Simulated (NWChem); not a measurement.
System: CH$_{6}$FNSi$_{2}$; SMILES F[Si@H]1NC[SiH2]1

Here is an NWChem input.

```
start job
memory heap 200 mb stack 900 mb global 1100 mb
geometry units angstroms noautosym nocenter noautoz
  F     -0.354822    -2.048801    -0.679913
  Si    -0.064939    -0.879635     0.425449
  N      1.368646     0.039343     0.154877
  C      1.020428     1.390148    -0.295145
  Si    -0.887966     1.249186    -0.032099
  H     -0.127215    -1.619037     1.718336
  H      2.348129    -0.225704     0.183425
  H      1.477631     2.180289     0.327475
  H      1.296351     1.591179    -1.347044
  H     -1.395200     2.078998     1.102933
  H     -1.725801     1.502858    -1.242236
end
basis spherical
  * library 6-31g*
end
dft
  xc pbe0
  iterations 150
end
property
  efieldgrad
end
task dft property
```

Excerpt of the output:

```
             Northwest Computational Chemistry Package (NWChem) 7.3.0
             --------------------------------------------------------

                             Geometry "geometry" -> ""
                             -------------------------

 Output coordinates in angstroms (scale by  1.889725989 to convert to a.u.)

  No.       Tag          Charge          X              Y              Z
 ---- ---------------- ---------- -------------- -------------- --------------
    1 F                    9.0000    -0.35482200    -2.04880100    -0.67991300
    2 Si                  14.0000    -0.06493900    -0.87963500     0.42544900
    3 N                    7.0000     1.36864600     0.03934300     0.15487700
    4 C                    6.0000     1.02042800     1.39014800    -0.29514500
    5 Si                  14.0000    -0.88796600     1.24918600    -0.03209900
    6 H                    1.0000    -0.12721500    -1.61903700     1.71833600
    7 H                    1.0000     2.34812900    -0.22570400     0.18342500
    8 H                    1.0000     1.47763100     2.18028900     0.32747500
    9 H                    1.0000     1.29635100     1.59117900    -1.34704400
   10 H                    1.0000    -1.39520000     2.07899800     1.10293300
   11 H                    1.0000    -1.72580100     1.50285800    -1.24223600

 Effective nuclear repulsion energy (a.u.)     297.4771873750

                              NWChem Property Module
                              ----------------------

  itol2e modified to match energy
  convergence criterion.

                                 NWChem DFT Module
                                 -----------------

 Summary of "ao basis" -> "ao basis" (spherical)
 ------------------------------------------------------------------------------
       Tag                 Description            Shells   Functions and Types
 ---------------- ------------------------------  ------  ---------------------
 F                           6-31g*                  6       14   3s2p1d
 Si                          6-31g*                  8       18   4s3p1d
 N                           6-31g*                  6       14   3s2p1d
 C                           6-31g*                  6       14   3s2p1d
 H                           6-31g*                  2        2   2s

  itol2e modified to match energy
  convergence criterion.

            General Information
            -------------------
          SCF calculation type: DFT
          Wavefunction type:  closed shell.
          No. of atoms     :    11
          No. of electrons :    56
           Alpha electrons :    28
            Beta electrons :    28
          Charge           :     0
          Spin multiplicity:     1
          Use of symmetry is: off; symmetry adaption is: off
          Maximum number of iterations: 150
          AO basis - number of functions:    90
                     number of shells:    46
          Convergence on energy requested:  1.00D-07
          Convergence on density requested:  1.00D-05
          Convergence on gradient requested:  5.00D-04

              XC Information
              --------------
                         PBE0 Method XC Functional
                     Hartree-Fock (Exact) Exchange  0.250
          PerdewBurkeErnzerhof Exchange Functional  0.750
            Perdew 1991 LDA Correlation Functional  1.000 local
           PerdewBurkeErnz. Correlation Functional  1.000 non-local

             Grid Information
             ----------------
          Grid used for XC integration:  fine
          Radial quadrature: Mura-Knowles
          Angular quadrature: Lebedev.
          Tag              B.-S. Rad. Rad. Pts. Rad. Cut. Ang. Pts.
          ---              ---------- --------- --------- ---------
          F                   0.50       70          12.0       590
          Si                  1.10      123          10.0       770
          N                   0.65       70          10.0       590
          C                   0.70       70          10.0       590
          H                   0.35       60          11.0       590
          Grid pruning is: on
          Number of quadrature shells:   816
          Spatial weights used:  Erf1

      Superposition of Atomic Density Guess
      -------------------------------------

 Sum of atomic energies:        -771.95033469

      Non-variational initial energy
      ------------------------------

 Total energy =    -774.081969
 1-e energy   =   -1659.841769
 2-e energy   =     588.282613
 HOMO         =      -0.286952
 LUMO         =       0.046190

   convergence    iter        energy       DeltaE   RMS-Dens  Diis-err
 ---------------- ----- ----------------- --------- --------- ---------
 d= 0,ls=0.0,diis     1   -774.7852343280 -1.07D+03  1.49D-02  6.11D-01
 d= 0,ls=0.0,diis     2   -774.7677125016  1.75D-02  7.84D-03  9.95D-01
 d= 0,ls=0.0,diis     3   -774.8561323388 -8.84D-02  1.02D-03  1.77D-02
 d= 0,ls=0.0,diis     4   -774.8574455684 -1.31D-03  3.23D-04  1.28D-03
 d= 0,ls=0.0,diis     5   -774.8575617297 -1.16D-04  1.20D-04  2.68D-04
  Resetting Diis
 d= 0,ls=0.0,diis     6   -774.8575893282 -2.76D-05  3.20D-05  6.31D-06
 d= 0,ls=0.0,diis     7   -774.8575901379 -8.10D-07  1.85D-05  9.24D-07
 d= 0,ls=0.0,diis     8   -774.8575900653  7.26D-08  1.02D-05  1.48D-06
 d= 0,ls=0.0,diis     9   -774.8575902662 -2.01D-07  1.14D-06  1.78D-08
 d= 0,ls=0.0,diis    10   -774.8575902682 -2.03D-09  2.51D-07  1.14D-09

         Total DFT energy =     -774.857590268227
      One electron energy =    -1664.206466477273
           Coulomb energy =      658.421393780184
    Exchange-Corr. energy =      -66.549704946111
 Nuclear repulsion energy =      297.477187374973

 Numeric. integr. density =       55.999998817722

                       DFT Final Molecular Orbital Analysis
                       ------------------------------------

 Vector   26  Occ=2.000000D+00  E=-3.236511D-01
              MO Center=  1.8D-01,  1.0D+00, -8.7D-02, r^2= 3.3D+00
   Bfn.  Coefficient  Atom+Function         Bfn.  Coefficient  Atom+Function
  ----- ------------  ---------------      ----- ------------  ---------------
    67     -0.350855   5 Si px               49      0.334710   4 C  px
    35     -0.231726   3 N  px               53      0.194723   4 C  px
    21      0.155084   2 Si px               88      0.152574  10 H  s
    90      0.151630  11 H  s                63      0.143605   5 Si px
    81     -0.142288   7 H  s                82     -0.135945   7 H  s

[...]

          -----------------------
          Electric field gradient
          -----------------------

 1 a.u. = 0.324123 10**(16) esu/cm**3  ( or statvolts/cm**2 ) = 0.97174 10**(22) v/m**2

 ------------------------------------------------------------
   Atom      X         Y         Z
 ------------------------------------------------------------
    1 F   -0.67052  -3.87167  -1.28485
 ------------------------------------------------------------

 Electric field gradient in molecular frame (a.u.)
         XX             YY             ZZ             XY             XZ             YZ
 ------------------------------------------------------------------------------------------
        0.432630      -0.302440      -0.130190      -0.207089      -0.172934      -0.860860

 Principal components (a.u.) and orientation
 of principal axis w.r.t. absolute frame                      Asymmetry parameter eta
 --------------------------------------------------------------------------------------
       -1.128042       0.649501       0.478541                       0.151554

        0.170223       0.061232       0.983501
        0.731335      -0.676770      -0.084444
        0.660434       0.733644      -0.159983

 ------------------------------------------------------------
   Atom      X         Y         Z
 ------------------------------------------------------------
    2 Si  -0.12272  -1.66227   0.80398
 ------------------------------------------------------------

 Electric field gradient in molecular frame (a.u.)
         XX             YY             ZZ             XY             XZ             YZ
 ------------------------------------------------------------------------------------------
       -0.129302       0.113303       0.015998      -0.081990      -0.011018      -0.409373

 Principal components (a.u.) and orientation
 of principal axis w.r.t. absolute frame                      Asymmetry parameter eta
 --------------------------------------------------------------------------------------
        0.481712      -0.364556      -0.117156                       0.513584

       -0.088690       0.261022       0.961250
        0.749157       0.653475      -0.108326
       -0.656428       0.710519      -0.253504

 ------------------------------------------------------------
   Atom      X         Y         Z
 ------------------------------------------------------------
    3 N    2.58637   0.07435   0.29268
 ------------------------------------------------------------

 Electric field gradient in molecular frame (a.u.)
         XX             YY             ZZ             XY             XZ             YZ
 ------------------------------------------------------------------------------------------
       -0.359952      -0.415797       0.775749       0.180398      -0.025744       0.388877

 Principal components (a.u.) and orientation
 of principal axis w.r.t. absolute frame                      Asymmetry parameter eta
 --------------------------------------------------------------------------------------
        0.892015      -0.645463      -0.246553                       0.447201

        0.021768      -0.534440       0.844926
        0.287706       0.812725       0.506659
        0.957471      -0.232061      -0.171453

 ------------------------------------------------------------
   Atom      X         Y         Z
 ------------------------------------------------------------
    4 C    1.92833   2.62700  -0.55774
 ------------------------------------------------------------

 Electric field gradient in molecular frame (a.u.)
         XX             YY             ZZ             XY             XZ             YZ
 ------------------------------------------------------------------------------------------
        0.113772      -0.187365       0.073592       0.091146      -0.033818       0.091354

 Principal components (a.u.) and orientation
 of principal axis w.r.t. absolute frame                      Asymmetry parameter eta
 --------------------------------------------------------------------------------------
       -0.242625       0.140795       0.101830                       0.160599

       -0.262904       0.957863       0.115671
        0.919056       0.212141       0.332164
       -0.293629      -0.193636       0.936102

 ------------------------------------------------------------
   Atom      X         Y         Z
 ------------------------------------------------------------
    5 Si  -1.67801   2.36062  -0.06066
 ------------------------------------------------------------

 Electric field gradient in molecular frame (a.u.)
         XX             YY             ZZ             XY             XZ             YZ
 ------------------------------------------------------------------------------------------
       -0.070265       0.045053       0.025212      -0.223169       0.075610       0.034149

 Principal components (a.u.) and orientation
 of principal axis w.r.t. absolute frame                      Asymmetry parameter eta
 --------------------------------------------------------------------------------------
       -0.265554       0.219952       0.045602                       0.656552

        0.768191      -0.623373       0.145910
        0.581409       0.774682       0.248660
       -0.268042      -0.106184       0.957538

 ------------------------------------------------------------
   Atom      X         Y         Z
 ------------------------------------------------------------
    6 H   -0.24040  -3.05954   3.24718
 ------------------------------------------------------------

 Electric field gradient in molecular frame (a.u.)
         XX             YY             ZZ             XY             XZ             YZ
 ------------------------------------------------------------------------------------------
        0.070596       0.022230      -0.092827      -0.003927       0.008947       0.092349

 Principal components (a.u.) and orientation
 of principal axis w.r.t. absolute frame                      Asymmetry parameter eta
 --------------------------------------------------------------------------------------
       -0.144540       0.073802       0.070738                       0.021202

       -0.045172       0.311794       0.949075
       -0.484754       0.823855      -0.293729
        0.873483       0.473336      -0.113928

 ------------------------------------------------------------
   Atom      X         Y         Z
 ------------------------------------------------------------
    7 H    4.43732  -0.42652   0.34662
 ------------------------------------------------------------

 Electric field gradient in molecular frame (a.u.)
         XX             YY             ZZ             XY             XZ             YZ
 ------------------------------------------------------------------------------------------
       -0.353183       0.132938       0.220245       0.142028      -0.013321       0.021106

 Principal components (a.u.) and orientation
 of principal axis w.r.t. absolute frame                      Asymmetry parameter eta
 --------------------------------------------------------------------------------------
       -0.392188       0.226014       0.166174                       0.152580

        0.964576       0.049756       0.259069
       -0.262091       0.292471       0.919657
        0.030012       0.954979      -0.295151

 ------------------------------------------------------------
   Atom      X         Y         Z
 ------------------------------------------------------------
    8 H    2.79232   4.12015   0.61884
 ------------------------------------------------------------

 Electric field gradient in molecular frame (a.u.)
         XX             YY             ZZ             XY             XZ             YZ
 ------------------------------------------------------------------------------------------
        0.071768      -0.077362       0.005594      -0.120038      -0.100936      -0.162992

 Principal components (a.u.) and orientation
 of principal axis w.r.t. absolute frame                      Asymmetry parameter eta
 --------------------------------------------------------------------------------------
       -0.274931       0.144985       0.129946                       0.054699

        0.411984       0.837241       0.359579
        0.715634      -0.053028      -0.696460
        0.564037      -0.544258       0.621004

 ------------------------------------------------------------
   Atom      X         Y         Z
 ------------------------------------------------------------
    9 H    2.44975   3.00689  -2.54554
 ------------------------------------------------------------

 Electric field gradient in molecular frame (a.u.)
         XX             YY             ZZ             XY             XZ             YZ
 ------------------------------------------------------------------------------------------
        0.117083       0.116874      -0.233956      -0.015283       0.098602       0.070284

 Principal components (a.u.) and orientation
 of principal axis w.r.t. absolute frame                      Asymmetry parameter eta
 --------------------------------------------------------------------------------------
       -0.273003       0.143535       0.129468                       0.051524

       -0.247672       0.935202      -0.253093
       -0.181279       0.211886       0.960334
        0.951733       0.283728       0.117054

[...]
```

Level: PBE0/6-31G* (spherical d). All runs use the structure optimised with PBE0/def2-SVP. NWChem prints the field gradient with the sign opposite to the second derivative of the potential.
